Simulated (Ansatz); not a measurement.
C₄H₁₃AlOSi (SMILES [CH3][Al]([CH3])[O][SiH](C)C), singlet, geometry from GFN2-xTB (such geometries of metal compounds can be far from the true shape), atoms displaced at random by about 0.03 Å a coordinate; R2SCAN/STO-3G, gradient (Ansatz, a first-principles code).

Input for Ansatz:
Ansatz 0.2 input:
```yaml
crystal:
  periodic: [false, false, false]
  atoms:
    - {symbol: Si, position_ang: [-1.58915054, 0.07045379, 0.52050986]}
    - {symbol: C, position_ang: [-2.23777647, 1.74818680, 0.00014807]}
    - {symbol: C, position_ang: [-2.48863067, -1.22775669, -0.48164877]}
    - {symbol: O, position_ang: [-0.01183256, -0.05243514, 0.24783300]}
    - {symbol: Al, position_ang: [1.64204989, -0.20092890, -0.11035436]}
    - {symbol: C, position_ang: [2.32278283, 0.96690673, -1.67995237]}
    - {symbol: C, position_ang: [2.70323336, -1.34421510, 1.05009408]}
    - {symbol: H, position_ang: [-1.76622673, -0.11856548, 1.97949980]}
    - {symbol: H, position_ang: [-2.03220992, 2.00006532, -1.07460049]}
    - {symbol: H, position_ang: [-3.25474960, 1.91226043, 0.19194830]}
    - {symbol: H, position_ang: [-1.70197975, 2.55821861, 0.52202627]}
    - {symbol: H, position_ang: [-2.16244911, -2.25667444, -0.21672125]}
    - {symbol: H, position_ang: [-2.34858479, -1.15181828, -1.52420063]}
    - {symbol: H, position_ang: [-3.52114509, -1.27896023, -0.23221987]}
    - {symbol: H, position_ang: [3.35347466, 0.85998727, -1.82925720]}
    - {symbol: H, position_ang: [1.99185798, 1.97849907, -1.55435229]}
    - {symbol: H, position_ang: [1.75166988, 0.56879115, -2.61173453]}
    - {symbol: H, position_ang: [2.67634079, -1.05661725, 2.16696182]}
    - {symbol: H, position_ang: [3.84977287, -1.33720144, 0.84181997]}
    - {symbol: H, position_ang: [2.37529635, -2.28440011, 1.07656442]}
basis:
  gaussian:
    orbitals: STO-3G
hamiltonian:
  xc: r2scan
output: {forces: true}
```

Q: Write the output that Ansatz gives for this input, abridged.

A: 
```
Functional definition: r2SCAN
717 factors; integrals over basis functions are off by at most 5.4e-5 eV
mean field evaluation 1: about -20625.7809 eV, gradient 3.5e1 eV
mean field evaluation 2: about -20617.0499 eV, gradient 7.0e1 eV
mean field evaluation 4: about -20629.5476 eV, gradient 3.4e0 eV
mean field evaluation 8: about -20629.4201 eV, gradient 7.2e-2 eV
mean field -20629.42012729 eV, -758.1172065547 hartree, gradient 3.0e-5 eV, S^2 0.000000; 0 other end points of the search recorded, 0 dependent functions left out
the calculation of the forces begins
reference -20629.42013708 eV, -758.1172069145 hartree; 36, 36 occupied and 20, 20 virtual orbitals, 717 factors
Total energy: -20629.42013708 eV, -758.1172069145 hartree
Atom 0 at    -1.589151     0.070454     0.520510 Å, force    -0.138889    -0.090180     0.396733 eV/Å
Atom 1 at    -2.237776     1.748187     0.000148 Å, force     2.710142     1.154839    -1.152915 eV/Å
Atom 2 at    -2.488631    -1.227757    -0.481649 Å, force     0.934529    -1.836233     2.075119 eV/Å
Atom 3 at    -0.011833    -0.052435     0.247833 Å, force     3.346932    -0.286186    -0.731532 eV/Å
Atom 4 at     1.642050    -0.200929    -0.110354 Å, force    -1.220476     1.556693    -0.721954 eV/Å
Atom 5 at     2.322783     0.966907    -1.679952 Å, force    -4.501036    -3.579931     0.540590 eV/Å
Atom 6 at     2.703233    -1.344215     1.050094 Å, force     3.702242     5.712503     1.657294 eV/Å
Atom 7 at    -1.766227    -0.118565     1.979500 Å, force    -0.379100     0.071659    -0.558367 eV/Å
Atom 8 at    -2.032210     2.000065    -1.074600 Å, force    -0.430832    -0.706297     0.801927 eV/Å
Atom 9 at    -3.254750     1.912260     0.191948 Å, force    -2.191297     0.060256     0.292329 eV/Å
Atom 10 at    -1.701980     2.558219     0.522026 Å, force    -0.085402    -0.284742     0.250414 eV/Å
Atom 11 at    -2.162449    -2.256674    -0.216721 Å, force     0.344694     0.595375    -0.064026 eV/Å
Atom 12 at    -2.348585    -1.151818    -1.524201 Å, force    -0.000805     0.481252    -1.746769 eV/Å
Atom 13 at    -3.521145    -1.278960    -0.232220 Å, force    -1.536526     0.515495    -0.078742 eV/Å
Atom 14 at     3.353475     0.859987    -1.829257 Å, force     2.101916     0.159888    -0.424974 eV/Å
Atom 15 at     1.991858     1.978499    -1.554352 Å, force     0.171224     1.053243     0.137769 eV/Å
Atom 16 at     1.751670     0.568791    -2.611735 Å, force     1.366467     0.792429     1.598573 eV/Å
Atom 17 at     2.676341    -1.056617     2.166962 Å, force    -0.281073     0.064547    -1.891382 eV/Å
Atom 18 at     3.849773    -1.337201     0.841820 Å, force    -2.405560    -0.204143    -0.027392 eV/Å
Atom 19 at     2.375296    -2.284400     1.076564 Å, force    -1.507150    -5.230468    -0.352695 eV/Å
Dipole moment:    -0.003868    -0.070365     0.007578 e Å
```
